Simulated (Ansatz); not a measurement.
Relaxation of Cl₃FZr (5 atoms, charge 0, multiplicity 1), to a largest force component of 0.02 eV/Å in at most 40 steps.

Computed with RKS PBE0-D4/def2-SVP (Ansatz).

```xyz
5
Properties=species:S:1:pos:R:3
Zr 0.000 0.000 0.000
F 0.000 0.000 1.980
Cl 2.376 0.000 -0.839
Cl -1.187 2.056 -0.839
Cl -1.187 -2.056 -0.839
```

Q: Where does it end, and by what steps?

A: It converged. After 3 steps the energy has fallen by 0.941 eV; Cl3 moved furthest, 0.18 Å.

| step | energy less start (eV) | largest force component (eV/Å) | accepted |
| --- | --- | --- | --- |
| 0 | 0.0000 | 2.756 | yes |
| 1 | -0.9297 | 0.606 | yes |
| 2 | -0.9409 | 0.063 | yes |
| 3 | -0.9411 | 0.005 | yes |

```xyz
5
Properties=species:S:1:pos:R:3
Zr 0.000 0.000 -0.025
F 0.000 0.000 1.855
Cl 2.199 0.000 -0.789
Cl -1.099 1.904 -0.789
Cl -1.099 -1.904 -0.789
```

Time of the run: 6 s on 2 threads of AMD EPYC 9R45 96-Core Processor (Zen 5) (shared host), peak memory 0.25 GiB.
